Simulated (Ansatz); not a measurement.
The cluster Al₃Ru, relaxed as a doublet with UKS PBE-D4/def2-SVP in Ansatz, starting from the GFN2-xTB geometry. Force threshold 0.02 eV/Å.

In the def2 sets Ru takes a core potential; there is no spin–orbit coupling. No other spin state of charge 0 was run. The structure comes from a short search, and lower isomers may exist.

Start:

```xyz
4

Ru    1.5057    0.1308    0.5416
Al   -1.0666   -0.0127   -1.4694
Al   -0.0393   -1.6477    0.3454
Al   -0.3998    1.5296    0.5824
```

```tsv
step	energy (eV)	largest force component (eV/Å)	SCF passes
1	-22355.4324	0.901	98
2	-22355.8054	0.861	87
3	-22356.2208	1.335	110
4	-22356.6618	0.752	74
5	-22356.7802	1.709	61
6	-22356.9461	0.237	46
7	-22356.9709	0.110	47
8 (rejected)	-22356.9698	0.136	42
9	-22356.9731	0.021	41
10	-22356.9731	0.001	34
```

Force components are those of the run's own axes.

End:

```xyz
4

Ru    1.0856    0.1289   -0.0752
Al   -0.4964    0.0715   -1.7211
Al   -0.1235   -1.6064    0.7863
Al   -0.4656    1.4060    1.0100
```

By distances, no bond broke or formed, bridged metal pairs apart. The bond that changes most is Ru1–Al2, from 3.27 to 2.28 Å (atoms count from 1). Metal–metal contacts that move far: Ru1–Al2 3.27 to 2.28 Å. The end is the same structure that another start reached, the lowest one found.

No frequencies were taken in this run, so the end may be a saddle point.

Run time 27 s (4 threads of Arm Neoverse V1 on a shared host).
